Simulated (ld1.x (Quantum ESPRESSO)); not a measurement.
## Which change was made? (Fe, RRKJ)

```json
{
  "Element": "Fe",
  "Generator": "ld1.x (Quantum ESPRESSO) 7.5",
  "Type": "norm-conserving RRKJ (Kleinman–Bylander form)",
  "Functional": "PBEsol",
  "Relativity": "scalar-relativistic",
  "Frozen core": "[Ne]",
  "Valence charge": "16",
  "Reference configuration": "3s2 3p6 3d6 4s1.5 4p0 (charge +0.5)",
  "Partial waves": "3s (bound): rc 0.95 bohr; 3p (bound): rc 0.75 bohr; 3d (bound): rc 1.00 bohr",
  "Local potential": "all-electron potential smoothed inside 0.85 bohr (lloc = -1)",
  "Core correction": "none",
  "rho0": "0.02"
}
```

Occupied shells without a wave of their own: 4s. They enter only through the test configuration that unscreens the potential.

Cutoffs, loose and tight: the cutoffs (Ry, on a coarse ladder) from which the occupation-weighted sum of valence levels, in a spherical-Bessel basis at the reference potential, stays within 10 and 1 mRy of its value at 400 Ry. They do not see the model core or the augmentation charge, which bear on the density cutoff. Test errors are all-electron minus pseudo excitation energies from the reference, over the configurations 3s2 3p6 3d6 4s2 4p0; 3s2 3p6 3d6 4s1 4p0; 3s2 3p6 3d6 4s0 4p0; 3s2 3p6 3d4 4s0 4p0; 3s2 3p6 3d7 4s0 4p0; 3s2 3p6 3d7 4s1 4p0; 3s2 3p6 3d6 4s0 4p1; variants that change the core or the reference have their own tests.

The base gives: outcome: generated; cutoff, loose: 230 Ry; cutoff, tight: 300 Ry; bound ghosts: none; largest test error (meV): -340.

On the changes marked as counting shells twice: ld1.x takes every shell without a wave as core, so the model core holds the marked electrons as well and exchange and correlation see them twice. This cancels in the reference configuration, but the file is broken for other ones, and its errors say nothing about a proper core correction.

(1) After one change the result is: outcome: generated; cutoff, loose: 230 Ry; cutoff, tight: 300 Ry; bound ghosts: none; largest test error (meV): -1341. Which change was it?
A. core correction a·sin(br)/r model core inside 0.88 bohr (4s counted twice)
B. core [Ne] 3s2, valence charge 14; reference 3p6 3d6 4s1 4p1; waves now 3p (bound): rc 1.00 bohr; 3d (bound): rc 1.45 bohr; 4s (bound): rc 2.50 bohr; local potential the s channel
C. all radii scaled by about 1.33 (s 1.26, p 1.00, d 1.32 bohr); local potential all-electron potential smoothed inside 1.12 bohr (lloc = -1)
D. local potential all-electron potential smoothed inside 0.80 bohr (lloc = -2)
E. local potential all-electron potential smoothed inside 0.48 bohr (lloc = -1)

## Answers

(1) A. The others give: local potential all-electron potential smoothed inside 0.48 bohr (lloc = -1) → outcome: generated; bound ghosts: s; largest test error (meV): no test is counted, since the test run did not reproduce the reference configuration | local potential all-electron potential smoothed inside 0.80 bohr (lloc = -2) → outcome: generated; cutoff, loose: 230 Ry; cutoff, tight: 300 Ry; bound ghosts: none; largest test error (meV): -223 | core [Ne] 3s2, valence charge 14; reference 3p6 3d6 4s1 4p1; waves now 3p (bound): rc 1.00 bohr; 3d (bound): rc 1.45 bohr; 4s (bound): rc 2.50 bohr; local potential the s channel → outcome: generated, misses its reference levels by 0.60 eV; cutoff, loose: 140 Ry; cutoff, tight: 200 Ry; bound ghosts: none; largest test error (meV): +1657 | all radii scaled by about 1.33 (s 1.26, p 1.00, d 1.32 bohr); local potential all-electron potential smoothed inside 1.12 bohr (lloc = -1) → outcome: generated; cutoff, loose: 140 Ry; cutoff, tight: 200 Ry; bound ghosts: none; largest test error (meV): +593.
